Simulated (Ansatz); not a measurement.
Relaxation of AlH$_{7}$N$_{2}$S (11 atoms, charge 0, multiplicity 1), to a largest force component of 0.03 eV/Å in at most 50 steps.

Theory: RKS PBE-D4/def2-SVP (Ansatz).

```xyz
11
Properties=species:S:1:pos:R:3
Al -0.190 -0.146 -0.083
H -0.319 -0.487 1.446
N 1.450 0.297 -0.672
H 2.305 0.098 -0.149
H 1.693 0.578 -1.625
N -1.611 -0.143 -1.160
H -2.568 -0.277 -0.828
H -1.620 0.091 -2.155
S 0.413 2.518 2.032
H 1.182 2.167 0.950
H 0.091 1.176 2.194
```

Where does it end, and by what steps?

It converged. After 28 steps the energy has fallen by 1.367 eV; H10 moved furthest, 1.51 Å. Parted: S9–H10 (1.37 → 3.05 Å). Joined: Al1–S9 (3.45 → 2.26 Å), N3–H10 (2.49 → 1.03 Å).

```
step  energy less start (eV)  largest force component (eV/Å)  accepted
   0                  0.0000                           0.549       yes
   1                 -0.0531                           0.416       yes
   2                 -0.0858                           0.354       yes
   3                 -0.1173                           0.863       yes
   4                 -0.1641                           0.424       yes
   5                 -0.1924                           0.511       yes
   6                 -0.2080                           0.832       yes
   7                 -0.2559                           0.440       yes
   8                 -0.2650                           0.464       yes
   9                 -0.3011                           0.379       yes
  10                 -0.3335                           0.390       yes
  11                 -0.4898                           1.050       yes
  12                 -0.8049                           1.443       yes
  13                 -1.0973                           0.859       yes
  14                 -1.1560                           1.120       yes
  15                 -1.2823                           0.420       yes
  16                 -1.3166                           0.169       yes
  17                 -1.2812                           1.387        no
  18                 -1.3330                           0.145       yes
  19                 -1.3436                           0.267       yes
  20                 -1.3515                           0.266       yes
  21                 -1.3526                           0.568       yes
  22                 -1.3400                           0.406        no
  23                 -1.3639                           0.071       yes
  24                 -1.3541                           0.249        no
  25                 -1.3654                           0.033       yes
  26                 -1.3661                           0.106       yes
  27                 -1.3666                           0.035       yes
  28                 -1.3668                           0.029       yes
```

```xyz
11
Properties=species:S:1:pos:R:3
Al -0.382 0.249 0.463
H -0.191 -1.107 1.308
N 1.495 0.490 -0.404
H 2.220 -0.210 -0.193
H 1.285 0.454 -1.415
N -1.348 0.186 -1.088
H -1.904 -0.651 -1.293
H -1.896 0.997 -1.394
S -0.521 2.233 1.540
H 1.864 1.427 -0.183
H 0.205 1.803 2.609
```

The run took 58 s on 2 threads of Arm Neoverse V1 (shared host), peak memory 0.15 GiB.
